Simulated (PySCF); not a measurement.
**Te (tellurium, neutral) across methods**

[Kr] 4d10 5s2 5p4, high-spin 3P determinant. Calculation: PySCF 2.14, in aug-cc-pVDZ-PP with ECP28MDF (5s4p3d, 32 functions); scalar relativity through the core potential.

```tsv
method	E (hartree)	mean ε 5s β (eV)	mean ε 5p α (eV)	mean ε 5p β (eV)	Σ⟨r²⟩ (bohr²)	⟨S²⟩
PBE	-267.9660	-14.388	-6.475	-5.178	59.91	2.002
r2SCANh	-268.0710	-14.967	-7.269	-5.791	59.47	2.004
LDA	-267.5771	-14.797	-6.555	-5.319	59.83	2.001
M06	-268.0387	-15.695	-7.374	-6.047	60.18	2.002
UHF	-266.99848	-18.155	-10.334	-8.363	60.35	2.009
TPSS	-267.8715	-14.360	-6.574	-5.264	59.72	2.002
r2SCAN0	-268.0569	-15.690	-7.885	-6.359	59.45	2.005
r2SCAN	-268.0805	-14.485	-6.859	-5.414	59.49	2.004
```

Estimate the same row for PBE0.

E (hartree) = -267.9879; mean ε 5s β (eV) = -15.612; mean ε 5p α (eV) = -7.621; mean ε 5p β (eV) = -6.196; Σ⟨r²⟩ (bohr²) = 59.65; ⟨S²⟩ = 2.003.

Energies and moments cover only the electrons outside the core potential.
